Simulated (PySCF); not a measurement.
**Energy of Gd⁺ (gadolinium, charge +1) between two integer charges**

The 6s alpha orbital of [Xe] 4f7 5d1 6s1 is emptied in steps (occupation f), with all orbitals relaxed, ending at [Xe] 4f7 5d1. Calculation: PySCF 2.14, in def2-TZVP with the def2 core potential (28 electrons); scalar relativity through the core potential. The exact energy is a straight line in f; departures are measured from the line between the end points of the same method.

| f | UHF (eV) |
| --- | --- |
| 1 | 0.000 |
| 0.8 | 0.017 |
| 0.6 | 0.025 |
| 0.4 | 0.024 |
| 0.2 | 0.016 |
| 0 | 0.000 |

```csv
method,E(f=0) − E(f=1) (eV),−ε at f=1 (eV),−ε at f=0.4 (eV)
UHF,11.460,11.567,11.438
```

Orbital energy along the path (eV):

```
  f      UHF
  1  -11.567
0.8  -11.521
0.6  -11.478
0.4  -11.438
0.2  -11.399
  0  -11.363
```

Reference removal energy between the ground levels: 12.076 ± 0.02 eV (semi-empirical (NIST evaluation); NIST Atomic Spectra Database, ionization energies). The calculation has no spin-orbit coupling. UHF lacks correlation.
